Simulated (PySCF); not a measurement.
Numbering as in the mapped SMILES `[CH3:1][PH:2][c:3]1[cH:4][cH:5][cH:6][o:7]1`. Hydrogens are named by the atom that carries them.

All values are calculated (PySCF): PBE0/pcSseg-1 with gauge-including orbitals, structure optimised with GFN2-xTB. Single conformer, gas phase, one averaged value for each set of equivalent atoms, relativity neglected.

References, each an isolated molecule treated in the same way: TMS for ¹³C (186.93 ppm).

Question: Do the ¹³C shifts follow the atomic charges (in e)? Tabulate both.

Answer: 
| atoms | hybridisation | δ (ppm) | σ para (ppm) | Hirshfeld | IAO | Mulliken | ESP-fitted |
| --- | --- | --- | --- | --- | --- | --- | --- |
| C3 | sp2 | 160.0 | -235 | -0.00 | -0.05 | -0.07 | +0.24 |
| C6 | sp2 | 151.0 | -215 | +0.00 | +0.00 | +0.15 | -0.22 |
| C4 | sp2 | 121.3 | -189 | -0.09 | -0.23 | -0.15 | -0.25 |
| C5 | sp2 | 117.4 | -188 | -0.09 | -0.22 | -0.16 | -0.19 |
| C1 | sp3 | 10.6 | -76 | -0.17 | -0.61 | -0.51 | -0.06 |

Correlation coefficients of δ with charge over these carbons: Hirshfeld +0.91, IAO +0.98, Mulliken +0.92, ESP-fitted +0.13; with the paramagnetic shielding -1.00. Among the 4 sp2 carbons alone: Hirshfeld +0.97, IAO +0.94, Mulliken +0.64, ESP-fitted +0.70. With so few points, grouped by hybridisation, these coefficients are fragile. Charge is one influence among several: hybridisation and low-lying excitations act through the paramagnetic term.

Shifts are as computed. Against solution values, carbons near 30 ppm lie about +3 ppm off and those near 130 ppm about +5 ppm. Of 1211 compounds with measured shifts, 218 miss one by over three times the rms of a fit or turn the order of signals round; such compounds aren't used in these exercises.
